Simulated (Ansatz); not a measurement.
Z-matrix (Å, degrees):
```
Si
N 1 1.712
F 1 1.584 2 113.3
O 1 1.616 2 110.8 3 118.3
Cl 1 2.031 2 107.3 3 -118.8
C 2 1.258 1 126.9 3 7.1
H 4 0.958 1 118.0 2 51.0
H 6 1.099 2 124.1 1 0.8
H 6 1.095 2 120.0 1 -179.2
```

Charge 0, multiplicity 1.

Question: List the ωB97M-V/def2-TZVPP orbital energies in eV (Ansatz). (An estimate is asked.)

Answer: The calculation gave: Occupied: -2772.02, -1809.20, -677.72, -526.69, -394.88, -283.62, -262.44, -199.90, -199.79, -199.79, -150.00, -104.16, -104.13, -104.09, -36.36, -31.57, -28.52, -26.01, -20.72, -18.91, -17.37, -16.64, -16.05, -15.52, -15.01, -14.25, -13.78, -12.79, -12.68, -11.85, -11.62, -10.15. Lowest empty: 0.78, 2.30, 3.05, 3.80, 4.27, 4.44, 4.70, 4.80.
